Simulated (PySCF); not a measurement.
Potential energy curve for SMILES F[SiH](F)F (HF3Si), singlet. The Si2–H5 bond (Si2 also carries F, F, F; H5 carries nothing else) is varied alone, starting from the PBE0/def2-TZVP optimised geometry.

- UMP2/6-31G* = unrestricted MP2 (frozen core)/6-31G*, spherical d (PySCF)
- RMP2 = PySCF with MP2 on RHF/cc-pVDZ, 8 core orbitals frozen
- UCCSD(T) = CCSD(T) on UHF/cc-pVDZ, 8 core orbitals frozen (PySCF 2.14.0)

Energies relative to the lowest point of each curve near equilibrium, in eV:

| R / Å | UMP2/6-31G* | RMP2 |
|---|---|---|
| 1.16 | 1.577 | 1.485 |
| 1.26 | 0.599 | 0.569 |
| 1.39 | 0.062 | 0.060 |
| 1.46 | 0.000 | 0.000 |
| 1.55 | 0.075 | 0.071 |
| 1.61 | 0.195 | 0.187 |
| 1.83 | 0.905 | 0.882 |
| 2.42 | 3.349 | 3.148 |
| 2.60 | 3.687 | 3.734 |
| 3.91 | 4.144 | 5.753 |
| 4.42 | 4.154 | 5.664 |
| 5.07 | 4.157 | 5.132 |

### Question
Estimate the UCCSD(T) values at these points.

### Answer
1.16: 1.489; 1.26: 0.574; 1.39: 0.063; 1.46: 0.000; 1.55: 0.065; 1.61: 0.175; 1.83: 0.836; 2.42: 2.871; 2.60: 3.342; 3.91: 4.381; 4.42: 4.393; 5.07: 4.397 (eV).

The unrestricted determinant behind UMP2/6-31G*, UCCSD(T) is spin-contaminated at 2.21 to 5.07 Å (<S²> up to 1.0, against 0.00 for a pure singlet). The restricted form behind RMP2 keeps the bonding electrons paired and can't separate into open-shell fragments.
